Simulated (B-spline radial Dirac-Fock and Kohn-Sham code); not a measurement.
Subshell cross sections of Pb⁴⁺, photon energy 220 eV

System: Pb⁴⁺, [Xe] 4f14 5d10.

These are calculated numbers from an atomic code on a B-spline grid; the model is Dirac-Hartree-Slater photoionisation with all multipoles and Dirac-Fock thresholds. The asymmetry parameter β is from the dipole term alone. Kinetic energies are from the vacuum level.

```
subshell  electrons  binding (eV)  kinetic (eV)  σ (kb)      β
   4f5/2          6         192.0         28.05     551   1.43
   4f7/2          8         187.1         32.89     896   1.19
      5s          2         204.3         15.72    62.2   0.98
   5p1/2          2         158.7         61.33    84.4   0.54
   5p3/2          4         136.4         83.63     198  -0.32
   5d3/2          4         69.95         150.1    54.8   0.08
   5d5/2          6         67.27         152.7    82.7  -0.35
```

Branching ratios of the spin-orbit partners (statistical value in brackets): 4f 1.63 (1.33), 5p 2.34 (2.00), 5d 1.51 (1.50).

Run: 7.3 s of CPU time on 1 thread of Neoverse-N1 (shared host), peak memory 0.42 GiB.
